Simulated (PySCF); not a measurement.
Harmonic spectrum computed at PBE0 in the def2-SVP basis family (core potentials from Rb on, PySCF, no spin–orbit coupling):

```csv
ω (cm⁻¹),"IR (km/mol, summed over degenerate members)",degeneracy
63,27.4,2
213,0.0,1
404,119,1
```

Task: Which molecule gave it? In each, all ligands are bound to the one heavy central atom.
A. PdBr₂ (triplet)
B. MoBr₂ (quintet)
C. FeBr₂ (quintet)
D. VBr₂ (quartet)
E. RhBr₂ (quartet)

Result: C. It has D∞h symmetry with Fe–Br 2.290 Å (×2).
